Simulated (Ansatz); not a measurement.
`C=C[Si](N)(O)F` and `C=C[Si](N)(F)O[SiH3]` differ in one atom or group.

Ansatz, PBE0-D4/def2-TZVP geometries, multiplicity 1. Each molecule was computed in one conformer, which needn't be the lowest.

```csv
property,`C=C[Si](N)(O)F`
HOMO energy (B3LYP/def2-TZVPP) / eV,-7.71
HOMO–LUMO gap (ωB97M-V/def2-TZVPP) / eV,11.86
HOMO energy (PBE0/def2-TZVPP) / eV,-7.98
HOMO–LUMO gap (PBE0/def2-TZVPP) / eV,7.36
HOMO energy (ωB97M-V/def2-TZVPP) / eV,-10.36
LUMO energy (ωB97M-V/def2-TZVPP) / eV,1.50
```

Problem. Give the same properties after the change, and the shifts. (Estimate.)

Solution. Ansatz gave: 
```
                               property  `C=C[Si](N)(F)O[SiH3]`  shift
    HOMO energy (B3LYP/def2-TZVPP) / eV                   -7.59   0.12
HOMO–LUMO gap (ωB97M-V/def2-TZVPP) / eV                   11.75  -0.11
     HOMO energy (PBE0/def2-TZVPP) / eV                   -7.86   0.12
   HOMO–LUMO gap (PBE0/def2-TZVPP) / eV                    7.22  -0.14
  HOMO energy (ωB97M-V/def2-TZVPP) / eV                  -10.28   0.08
  LUMO energy (ωB97M-V/def2-TZVPP) / eV                    1.46  -0.04
```

B3LYP here is the variant with VWN-RPA as its local correlation; programs differ in this.
